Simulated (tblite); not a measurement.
Compound: C6H12N (doublet state).
SMILES with atom numbers: `[CH2:1]=[N:2][C@H:3]([CH3:4])[CH2:5][CH:6][CH3:7]` (hydrogens: H8, H9 on C1; H10 on C3; H11, H12, H13 on C4; H14, H15 on C5; H16 on C6; H17, H18, H19 on C7)
Bond orders are those of one Lewis drawing.

Computed with GFN2-xTB (tblite), gas phase: L-BFGS steps from a force-field or distance-geometry start until the largest atomic force falls under 0.01 eV/Å.

Geometry at step 94:
```
atom  x, y, z in Å
C1     -1.7792    1.5440   -0.1653
N2     -1.6525    0.5361    0.5743
C3     -0.8147   -0.5450    0.1627
C4     -1.3798   -1.8711    0.6588
C5      0.5960   -0.2943    0.8115
C6      1.3034    0.8331    0.1923
C7      2.3065    0.6399   -0.8818
H8     -2.3599    2.3798    0.1968
H9     -1.3359    1.6439   -1.1673
H10    -0.6812   -0.5716   -0.9354
H11    -1.4024   -1.8903    1.7479
H12    -2.3979   -2.0086    0.2936
H13    -0.7644   -2.6945    0.2979
H14     1.1713   -1.2162    0.6971
H15     0.4116   -0.1188    1.8762
H16     1.0209    1.8428    0.4473
H17     2.0188    1.1229   -1.8267
H18     2.4696   -0.4185   -1.0721
H19     3.2600    1.0956   -0.5855
```

**Question.** What forces act on the atoms?

**Answer.** 
| atom | Fx (eV/Å) | Fy (eV/Å) | Fz (eV/Å) |
| --- | --- | --- | --- |
| C1 | 0.043 | -0.165 | 0.070 |
| N2 | -0.025 | 0.166 | -0.163 |
| C3 | 0.048 | 0.034 | 0.014 |
| C4 | -0.060 | -0.041 | 0.009 |
| C5 | 0.011 | -0.013 | 0.011 |
| C6 | 0.073 | -0.008 | -0.105 |
| C7 | -0.005 | 0.096 | 0.055 |
| H8 | -0.025 | -0.030 | -0.012 |
| H9 | -0.031 | -0.033 | 0.107 |
| H10 | -0.014 | -0.018 | 0.053 |
| H11 | 0.005 | 0.037 | -0.104 |
| H12 | 0.090 | 0.031 | 0.007 |
| H13 | -0.049 | 0.036 | 0.048 |
| H14 | -0.025 | 0.029 | -0.014 |
| H15 | 0.004 | 0.032 | -0.060 |
| H16 | 0.003 | -0.074 | 0.014 |
| H17 | -0.025 | -0.034 | 0.167 |
| H18 | 0.027 | 0.010 | -0.014 |
| H19 | -0.044 | -0.053 | -0.081 |

The largest, 0.23 eV/Å, acts on N2; the rms over all components is 0.063 eV/Å. The forces sum to zero within rounding, as they must for an isolated molecule in no field.

**Question.** Give the force on N2 in Eh/bohr and in nN.

**Answer.** 0.234 eV/Å ÷ 51.422 = 0.00455 Eh/bohr, and 0.234 eV/Å × 1.602 = 0.37 nN.

**Question.** How far is this geometry from the end of the optimisation?

**Answer.** 0.018 eV above it, and 0.140 Å rms away after alignment. The bonds farthest from their final lengths, with half the difference of the two atoms' forces along the bond (positive lengthens):

| bond | now (Å) | final (Å) | force along bond (eV/Å) |
| --- | --- | --- | --- |
| C7–H19 | 1.098 | 1.093 | -0.07 |
| C1=N2 | 1.257 | 1.252 | -0.20 |
| C6–C7 | 1.482 | 1.479 | -0.09 |
| C5–H15 | 1.095 | 1.091 | -0.03 |
| C4–H11 | 1.090 | 1.086 | -0.06 |
| C1–H9 | 1.100 | 1.097 | -0.03 |

The angle farthest from its final value is N2–C3–C4, 110.3° against 108.9°.

The cost below is that of the whole relaxation. On one thread of an Arm Neoverse V1, on a shared host, this took 0.88 s wall.
